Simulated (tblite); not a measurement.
Species: C₂H₉BrGe₂O.
SMILES with atom numbers: `[CH3:1][O:2][Ge@:3]([CH3:4])([GeH3:5])[Br:6]` (hydrogens: H7, H8, H9 on C1; H10, H11, H12 on C4; H13, H14, H15 on Ge5)

Computed with GFN2-xTB (tblite), gas phase: L-BFGS steps from a force-field or distance-geometry start until the largest atomic force falls under 0.01 eV/Å.

Step 8: E = -569.9161 eV
```
atom  x, y, z in Å  |  force x, y, z in eV/Å
C1     -2.1821   -0.7224    0.5833   -0.051  -0.099   0.019
O2     -1.4036    0.4571    0.5535   -0.090  -0.136  -0.036
Ge3     0.3687    0.2555    0.4312   -0.155   0.394   0.162
C4      1.2094    2.0497    0.3940    0.112   0.143  -0.027
Ge5     0.8968   -1.0969   -1.4569    0.107  -0.227  -0.279
Br6     0.9236   -0.8092    2.3978    0.121  -0.107   0.209
H7     -1.9547   -1.3104    1.4829   -0.162   0.056  -0.061
H8     -1.9845   -1.3601   -0.2944   -0.065   0.127   0.065
H9     -3.2412   -0.4437    0.5841    0.218   0.038   0.027
H10     0.9127    2.5525   -0.5270    0.014  -0.004   0.144
H11     2.2894    1.8841    0.3586   -0.090   0.131   0.039
H12     0.9765    2.6907    1.2465   -0.021  -0.181  -0.137
H13     0.4558   -0.4267   -2.7168   -0.051  -0.006  -0.063
H14     0.3513   -2.4891   -1.4658   -0.008  -0.063  -0.020
H15     2.3776   -1.2231   -1.5571    0.122  -0.066  -0.041
```

Step 9: E = -569.9315 eV
```
atom  x, y, z in Å  |  force x, y, z in eV/Å
C1     -2.1856   -0.7293    0.5872    0.055  -0.050  -0.011
O2     -1.3992    0.4456    0.5603   -0.086  -0.100  -0.008
Ge3     0.3730    0.2651    0.4406   -0.113   0.285  -0.003
C4      1.2148    2.0654    0.3973    0.014  -0.014  -0.073
Ge5     0.8957   -1.1055   -1.4589    0.146  -0.182  -0.270
Br6     0.9208   -0.8074    2.4013    0.146  -0.118   0.247
H7     -1.9755   -1.3245    1.4854   -0.101   0.074  -0.052
H8     -1.9976   -1.3630   -0.2934   -0.020   0.095   0.045
H9     -3.2321   -0.4295    0.5834   -0.004   0.042   0.037
H10     0.9142    2.5649   -0.5214    0.002   0.019   0.075
H11     2.2910    1.9007    0.3636    0.017   0.104   0.022
H12     0.9803    2.7015    1.2459   -0.063  -0.082   0.003
H13     0.4563   -0.4352   -2.7274   -0.032  -0.037   0.013
H14     0.3568   -2.5067   -1.4817    0.004   0.016   0.003
H15     2.3826   -1.2341   -1.5683    0.035  -0.052  -0.029
```

Step 10: E = -569.9398 eV
```
atom  x, y, z in Å  |  force x, y, z in eV/Å
C1     -2.1871   -0.7338    0.5892    0.057   0.013  -0.023
O2     -1.3986    0.4381    0.5636   -0.051  -0.021   0.017
Ge3     0.3729    0.2753    0.4460   -0.043   0.075  -0.088
C4      1.2182    2.0740    0.3981   -0.036  -0.073  -0.057
Ge5     0.8978   -1.1132   -1.4647    0.129  -0.092  -0.169
Br6     0.9223   -0.8087    2.4080    0.134  -0.078   0.195
H7     -1.9887   -1.3308    1.4861   -0.049   0.048  -0.009
H8     -2.0049   -1.3628   -0.2924    0.011   0.036  -0.004
H9     -3.2265   -0.4212    0.5838   -0.134   0.040   0.035
H10     0.9149    2.5721   -0.5173   -0.012   0.051  -0.001
H11     2.2923    1.9116    0.3666    0.081   0.078   0.009
H12     0.9811    2.7052    1.2453   -0.084  -0.010   0.091
H13     0.4556   -0.4402   -2.7335   -0.021  -0.052   0.028
H14     0.3595   -2.5163   -1.4900    0.007   0.036   0.007
H15     2.3869   -1.2412   -1.5748    0.009  -0.049  -0.032
```

Task: Estimate the geometry and energy of step 11. (The exact step hangs on the optimiser's Hessian estimate; all steps are aligned on step 10, rigid shifts and turns removed.)

Result: E = -569.9439 eV, largest force 0.163 eV/Å
```
atom  x, y, z in Å  |  force x, y, z in eV/Å
C1     -2.1879   -0.7357    0.5899   -0.006   0.051  -0.020
O2     -1.3991    0.4342    0.5654   -0.017   0.040   0.026
Ge3     0.3719    0.2813    0.4471    0.013  -0.091  -0.094
C4      1.2194    2.0774    0.3980   -0.035  -0.046  -0.016
Ge5     0.9012   -1.1187   -1.4707    0.090  -0.023  -0.067
Br6     0.9256   -0.8108    2.4148    0.112  -0.029   0.115
H7     -1.9959   -1.3329    1.4864   -0.020   0.027   0.015
H8     -2.0082   -1.3620   -0.2921    0.021   0.002  -0.032
H9     -3.2256   -0.4166    0.5846   -0.145   0.022   0.027
H10     0.9151    2.5765   -0.5152   -0.017   0.061  -0.030
H11     2.2941    1.9184    0.3683    0.073   0.063   0.005
H12     0.9799    2.7063    1.2462   -0.082  -0.003   0.094
H13     0.4549   -0.4435   -2.7360   -0.017  -0.051   0.011
H14     0.3609   -2.5204   -1.4939    0.005   0.028   0.005
H15     2.3894   -1.2455   -1.5787    0.025  -0.051  -0.040
```

The energy changes by -0.0041 eV. The first-order estimate −F·Δx gives -0.0058 eV and the mean of the old and new forces, exact on a quadratic surface, -0.0041 eV. The step makes an angle of 55° with the force vector and moves no atom by more than 0.009 Å.

The cost below is that of the whole relaxation. The run took 1.3 s on one thread of an Intel Xeon at 2.70 GHz, no GPU, shared host with 64 logical CPUs at a one-minute load of 60.
